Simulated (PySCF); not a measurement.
## Converging TeO in the basis (CCSD)

PySCF, ROHF reference; triplet, unpaired electrons π ↑↑; De to Te + O without counterpoise correction. Frozen cores follow the default of each basis and core potential.

```csv
basis,relativity,functions,Re (Å),ωe (cm⁻¹),De (eV),frozen orbitals
x2c-SVPall,spin-free X2C,50,1.856,790,2.77,19
aug-cc-pVDZ-PP/aug-cc-pVDZ,scalar-relativistic core potentials,55,1.852,806,3.28,5
def2-TZVPP,scalar-relativistic core potentials,81,1.808,856,3.43,5
```

(1) How does each smaller set differ from the one with most functions, def2-TZVPP?

Correlated steps freeze the inner cores (5 to 19 orbitals); shallow outer-core shells are correlated. Correlated levels converge slowly with the basis: in double zeta they bind strong bonds too weakly, by up to about 1 eV, and carry superposition errors of some tenths. These are scalar-relativistic numbers at best; spin–orbit coupling would shift them, the dissociation energy most. The state was picked by a PBE0 search and need not be the measured ground state.

## Answers

(1) x2c-SVPall: +4.8 pm, -7.7 % in ωe, -0.66 eV in De; aug-cc-pVDZ-PP/aug-cc-pVDZ: +4.4 pm, -5.8 % in ωe, -0.15 eV in De. All at CCSD; the set with most functions is neither the basis-set limit nor always the best. The rows treat relativity differently, so the differences are not basis effects alone.
